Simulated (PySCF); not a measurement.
PySCF 2.14 output of an unrestricted LDA calculation on a single atom or ion in x2c-TZVPPall (8s6p6d2f1g, 79 functions), with scalar relativity by spin-free X2C-1e:

```
SCF conv_tol = 1e-09
number electrons alpha = 23  beta = 20
    P. A. M. Dirac.,  Math. Proc. Cambridge Philos. Soc. 26, 376 (1930)
    F. Bloch.,  Z. Phys. 57, 545 (1929)
    S. H. Vosko, L. Wilk, and M. Nusair.,  Can. J. Phys. 58, 1200 (1980)
cycle= 1 E= -4280.31667247802  delta_E= -0.0177  |g|= 0.155  |ddm|= 0.235
cycle= 2 E= -4280.29254230158  delta_E= 0.0241  |g|= 0.315  |ddm|= 0.24
cycle= 3 E= -4280.32348736408  delta_E= -0.0309  |g|= 0.0127  |ddm|= 0.166
cycle= 4 E= -4280.32351282803  delta_E= -2.55e-05  |g|= 0.0047  |ddm|= 0.00912
cycle= 5 E= -4280.32352240426  delta_E= -9.58e-06  |g|= 0.000367  |ddm|= 0.00321
cycle= 6 E= -4280.32352250125  delta_E= -9.7e-08  |g|= 1.42e-05  |ddm|= 0.000369
cycle= 7 E= -4280.32352250161  delta_E= -3.6e-10  |g|= 9.68e-06  |ddm|= 3.92e-05
converged SCF energy = -4280.32352250161  <S^2> = 3.7555374  2S+1 = 4.0027677
```

The run itself started from symmetry-adapted Hartree-Fock orbitals and held the occupation by maximum overlap, on a logarithmic radial grid, so the iterations belong to that start.

Q: Which element, charge and spin multiplicity is this?

A: Tc (technetium, neutral), multiplicity 4; the state was [Kr] 4d7, high-spin 4F determinant (an excited configuration).
